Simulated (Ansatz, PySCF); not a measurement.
Species: sum formula SiNH4, net charge 0, doublet state. It need not be the lowest isomer of its formula. SMILES: [NH][SiH3]
Coordinates optimised at B3LYP-D3(BJ)/def2-TZVP (Ansatz, a first-principles code):
```
Si
N 1 1.7545
H 2 1.0233 1 112.94
H 1 1.4766 2 109.05 3 -171.64
H 1 1.4867 4 109.54 2 -122.57
H 1 1.4875 4 109.53 5 -119.05
```
Charge 0, spin multiplicity 2.

Quantity: atomisation energy (electronic, to ground-state atoms), in eV. Cores are frozen in the correlated levels unless marked. UHF or UKS for open shells. Spin-orbit coupling is left out. No relativistic terms. The coupled-cluster limit lacks core correlation, which all-electron functionals hold. CBS(X,Y): correlation extrapolated as X^-3; Hartree-Fock from the larger set. [CCSD(T)-MP2]/basis is that difference in the basis named.

```csv
level,program,atomisation energy (eV)
SVWN5/def2-TZVPD,Ansatz,?
BLYP/def2-TZVPD,Ansatz,?
M06-L-D4/def2-TZVPD,PySCF + dftd4,17.49
M06-L/def2-TZVPD,PySCF,17.48
B3LYP/def2-TZVPD,Ansatz,17.46
PBE0/def2-SVP,Ansatz,16.87
CAM-B3LYP-D4/def2-TZVPD,Ansatz + dftd4,17.60
B2PLYP-D3(BJ)/def2-TZVPD,Ansatz + dftd3,?
SCS-MP2/6-31G*,Ansatz,14.73
SCS-MP2/def2-SVP,Ansatz,15.83
SCS-MP2/aug-cc-pV(T+d)Z,Ansatz,17.08
"RI-MP2/CBS(aug-cc-pV(T+d)Z,aug-cc-pV(Q+d)Z)+[CCSD(T)-MP2]/aug-cc-pV(T+d)Z",Ansatz,?
```

Task: Some entries are withheld; supply them.

Result: 
- SVWN5/def2-TZVPD, atomisation energy (eV): 19.35
- BLYP/def2-TZVPD, atomisation energy (eV): 17.36
- B2PLYP-D3(BJ)/def2-TZVPD, atomisation energy (eV): 17.21
- RI-MP2/CBS(aug-cc-pV(T+d)Z,aug-cc-pV(Q+d)Z)+[CCSD(T)-MP2]/aug-cc-pV(T+d)Z, atomisation energy (eV): 17.39
